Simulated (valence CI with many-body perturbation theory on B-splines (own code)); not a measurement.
Dy35+: calculated level list

Computed by relativistic CI+MBPT: three valence electrons over a frozen Dirac-Fock core [Ar] 3d10, a basis of 11 s, 11 p, 10 d, 8 f, 5 g, 2 h functions for each j, with the one-electron correlation potential Σ1, the two-electron term Σ2, the three-electron term Σ3, Breit, model QED; selected CI, second order for the rest, scaled by the run's own slope (own B-spline code, finite nucleus).

No measured spectrum was set against this ion. As an estimate, large intervals hold to a few tenths of a per cent, small ones and those within an open d or f shell to about a per cent.

Levels 181 to 189 of 189, with energies above the lowest level, 4s²4p ²P°_1/2. "Leading %" is the weight of the configuration and term that name the level; weights of strongly mixed levels are sums over their largest components and can fall short, so below about 35 % the name and the second component can differ from the true leading terms, or belong to a minority configuration. Lifetimes count E1, E2, E3, M1 and M2 decay at the calculated energies, and are blank where another channel may lead or the interval is too uncertain; long ones can be off by a factor of two.

| No. | Configuration | Term | J | E (eV) | Leading % | Second component | Lifetime |
| --- | --- | --- | --- | --- | --- | --- | --- |
| 181 | 4s4d4f | ⁴H° | 13/2 | 594.62 | 100 |  | 4.61 ps |
| 182 | 4s4d4f | ⁴F° | 9/2 | 595.10 | 50 | 12 % 4p²4f ⁴F° | 1.64 ps |
| 183 | 4p4d² | ²P° | 1/2 | 595.64 | 55 | 17 % 4s4d4f ⁴D° | 1.39 ps |
| 184 | 4s4d4f | ⁴P° | 5/2 | 596.35 | 31 | 15 % 4s4d4f ⁴G° | 1.15 ps |
| 185 | 4p²4f | ⁴G° | 11/2 | 596.47 | 31 | 22 % 4s4d4f ²H° | 2.39 ps |
| 186 | 4s4d4f | ⁴D° | 3/2 | 596.70 | 38 | 22 % 4s4d4f ⁴P° | 1.25 ps |
| 187 | 4s4d4f | ⁴D° | 1/2 | 597.08 | 48 | 19 % 4p4d² ²P° | 1.18 ps |
| 188 | 4s4d4f | ⁴P° | 5/2 | 597.63 | 21 | 17 % 4s4d4f ⁴G° | 1.21 ps |
| 189 | 4s4d4f | ⁴G° | 7/2 | 598.36 | 17 | 13 % 4s4d4f ²G° | 1.41 ps |

Names give the largest LS component (configuration and term), which can be under half, so a name can repeat, a term be missing and a line seem to break the LS rules; names also repeat where a configuration has a term twice.

Where two levels of one J and parity lie close, their mixing, g and order are uncertain.
